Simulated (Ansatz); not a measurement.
The cluster Sn4H7⁻, 11 atoms. Hardware: 4 threads of Arm Neoverse V2 on a shared host.

In the def2 sets Sn takes a core potential; there is no spin–orbit coupling. Correlated methods freeze 16 core orbitals; core or outer-core shells of Sn are correlated, in sets that lack core-valence functions.

Q: How many basis functions does each of these Ansatz runs have, and roughly what does it cost? B97M-V/def2-TZVPD, charge -1 singlet, energy, from earlier orbitals; PBE0-D4/def2-TZVPD, charge -1 singlet, energy, from earlier orbitals; HF/STO-3G, charge -1 singlet, energy; CCSD(T)/def2-SVPD, charge -1 singlet, energy, from earlier orbitals; MP2/def2-TZVPD, charge -1 singlet, energy, from earlier orbitals; r2SCAN-D4/def2-TZVPD, charge -1 singlet, energy, from earlier orbitals; B3LYP-D4/def2-TZVPD, charge -1 singlet, energy, from earlier orbitals; HF/def2-TZVPD, charge -1 singlet, energy, from earlier orbitals; PBE-D4/def2-TZVPD, charge -1 singlet, energy and forces, from earlier orbitals; PBE-D4/def2-SVPD, charge -1 singlet, relaxation, 6 steps.

A: Other jobs shared the machine, so times can vary by a factor of up to 3. A dash marks memory too small to be measured apart from the calling script's.

| run | functions | fitting or Cholesky vectors | wall time | peak host memory (GiB) |
| --- | --- | --- | --- | --- |
| HF/STO-3G, charge -1 singlet, energy | 115 | 1548 | 3.3 s | 0.58 |
| PBE-D4/def2-TZVPD, charge -1 singlet, energy and forces, from earlier orbitals | 287 | 1973 | 6.5 s | 0.56 |
| HF/def2-TZVPD, charge -1 singlet, energy, from earlier orbitals | 287 | 2589 | 7.5 s | 1.4 |
| r2SCAN-D4/def2-TZVPD, charge -1 singlet, energy, from earlier orbitals | 287 | 1973 | 11 s | 0.61 |
| B3LYP-D4/def2-TZVPD, charge -1 singlet, energy, from earlier orbitals | 287 | 2213 | 12 s | 1.4 |
| PBE0-D4/def2-TZVPD, charge -1 singlet, energy, from earlier orbitals | 287 | 2309 | 14 s | 1.4 |
| MP2/def2-TZVPD, charge -1 singlet, energy, from earlier orbitals | 287 | 2584 | 14 s | 1.4 |
| PBE-D4/def2-SVPD, charge -1 singlet, relaxation, 6 steps | 184 | 1860 | 16 s | – |
| B97M-V/def2-TZVPD, charge -1 singlet, energy, from earlier orbitals | 287 | 1973 | 25 s | 0.72 |
| CCSD(T)/def2-SVPD, charge -1 singlet, energy, from earlier orbitals | 184 | 2257 | 3.8 min | 3.3 |
